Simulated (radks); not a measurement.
Results of a calculation; reference values are marked as such.
Species: Cs6+. Configuration: [Kr] 4d10 5s2 5p1 (the NIST ground configuration).

Level of theory: scalar-relativistic Kohn-Sham, exchange-only LDA, spin-polarised, spherical densities, point nucleus; open shells are filled with parallel spins first (spin-orbit coupling, left out, can overturn this in heavy ions) (a radial shooting solver on a logarithmic mesh with Libxc functionals).

Energy parts (Ry):
total: -15534.5119
kinetic: 16372.6298
electron-nucleus: -37358.2435
Hartree: 5808.0001
exchange: -356.8982

Orbitals (lengths in bohr, moments of r in powers of bohr; <r^-3> diverges for s and p1/2; r(max) is where P^2 peaks; r(90%) holds 90 % of the orbital's charge):
| orbital | occ. | eigenvalue (Ry) | r(max) | r(90%) | <1/r> | <r^-3> |
|---|---|---|---|---|---|---|
| 1s up | 1 | -2633.771 | 0.01680 | 0.0470 | 59.35 | - |
| 1s down | 1 | -2633.765 | 0.01680 | 0.0470 | 59.35 | - |
| 2s up | 1 | -417.6870 | 0.09497 | 0.173 | 13.63 | - |
| 2s down | 1 | -417.6841 | 0.09497 | 0.173 | 13.63 | - |
| 2p up | 3 | -375.4351 | 0.07620 | 0.160 | 13.00 | 6581 |
| 2p down | 3 | -375.4308 | 0.07620 | 0.160 | 13.00 | 6581 |
| 3s up | 1 | -90.99168 | 0.2728 | 0.440 | 4.910 | - |
| 3s down | 1 | -90.98676 | 0.2728 | 0.440 | 4.910 | - |
| 3p up | 3 | -77.39242 | 0.2668 | 0.446 | 4.664 | 1282 |
| 3p down | 3 | -77.38707 | 0.2668 | 0.446 | 4.664 | 1282 |
| 3d up | 5 | -57.37536 | 0.2202 | 0.429 | 4.422 | 176.6 |
| 3d down | 5 | -57.37037 | 0.2202 | 0.429 | 4.422 | 176.6 |
| 4s up | 1 | -21.37893 | 0.6419 | 0.999 | 2.024 | - |
| 4s down | 1 | -21.36765 | 0.6419 | 0.998 | 2.025 | - |
| 4p up | 3 | -17.01458 | 0.6720 | 1.08 | 1.863 | 266.0 |
| 4p down | 3 | -17.00154 | 0.6720 | 1.07 | 1.864 | 266.2 |
| 4d up | 5 | -10.64746 | 0.7185 | 1.25 | 1.599 | 29.14 |
| 4d down | 5 | -10.62731 | 0.7183 | 1.24 | 1.602 | 29.25 |
| 5s up | 1 | -6.68780 | 1.472 | 2.23 | 0.8388 | - |
| 5s down | 1 | -6.58019 | 1.465 | 2.23 | 0.8438 | - |
| 5p up | 1 | -5.49108 | 1.628 | 2.49 | 0.7490 | 49.01 |
| 5p down | 0 | -5.37434 | 1.621 | 2.49 | 0.7518 | 49.58 |

The highest occupied level is 5p up at -74.710 eV. The density falls to 0.001 e/bohr^3 at r = 3.04 bohr. For comparison, the ionisation energy in NIST's Atomic Spectra Database is 83 eV (theoretical). In exact Kohn-Sham theory the highest level is minus the ionisation energy, but local and semilocal functionals leave it too shallow, through self-interaction and a potential that decays too fast; potentials with the right tail come closer. Spin moment in Bohr magnetons: 1.
